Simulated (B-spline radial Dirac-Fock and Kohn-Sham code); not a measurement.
**Relativistic shifts of the levels of Sm³⁰⁺**

System: the Sm³⁰⁺ ion, configuration 1s2 2s2 2p6 3s2 3p6 3d10 4s2 4p2.

Both columns are ΔSCF binding energies of the configuration average from a radial finite-basis atomic code: non-relativistic Hartree-Fock with a point nucleus, and Dirac-Fock with a finite nucleus and the Coulomb interaction alone, averaged over the two j levels with weights 2j+1.

```
shell  Hartree-Fock (eV)  Dirac-Fock (eV)  shift (eV)  shift (%)
   1s            45551.3          48163.3    +2612.05      +5.73
   2s             8205.2           8879.9     +674.69      +8.22
   2p             7833.0           8050.2     +217.11      +2.77
   3s             2625.0           2790.1     +165.03      +6.29
   3p             2460.6           2521.6      +60.98      +2.48
   3d             2163.9           2155.7       -8.18      -0.38
   4s             1199.3           1251.8      +52.50      +4.38
   4p             1137.4           1158.2      +20.86      +1.83
```

Relativity binds 1s, 2s, 2p, 3s, 3p, 4s, 4p more strongly, among those listed most of all 2s in relative terms, and 3d more weakly, because the contracted s and p shells screen the nucleus better.

Values without a named source are computed, but for edge energies of neutral atoms, which are taken from tables.
